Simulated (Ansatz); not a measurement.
CH₃PSSe, SMILES `PSC=[Se]`, relaxed with RKS PBE-D4/def2-SVP in Ansatz from a rough embedded geometry. The force threshold is 0.03 eV/Å; the program also tests the step.

Charge 0, multiplicity 1.

Start:

```xyz
7

P     0.440   -0.587    1.233
S    -1.028    0.605    0.298
C    -0.649   -0.131   -1.278
Se    0.472    0.808   -1.940
H     1.596    0.203    0.749
H     0.399    0.162    2.539
H    -1.230   -1.060   -1.602
```

Problem. How much energy does the relaxation release, and in how many steps? (An estimate is asked.)

Solution. Ansatz gave: 1.85 eV, in 16 steps, 1 of them rejected.

Problem. Which bonds change most? (Best estimate.)

Solution. The calculation gave: C3–Se4 from 1.605 to 1.777 Å; P1–S2 from 2.109 to 2.184 Å; P1–H6 from 1.505 to 1.441 Å; S2–C3 from 1.780 to 1.738 Å.

Problem. Give the relaxed structure. (Best estimate.)

Solution. The calculation gave: 
```xyz
7

P     0.435   -0.668    1.371
S     0.013    0.969   -0.011
C    -0.480    0.080   -1.421
Se   -0.966    0.876   -2.934
H     1.713   -0.160    1.802
H    -0.248   -0.074    2.493
H    -0.467   -1.024   -1.299
```
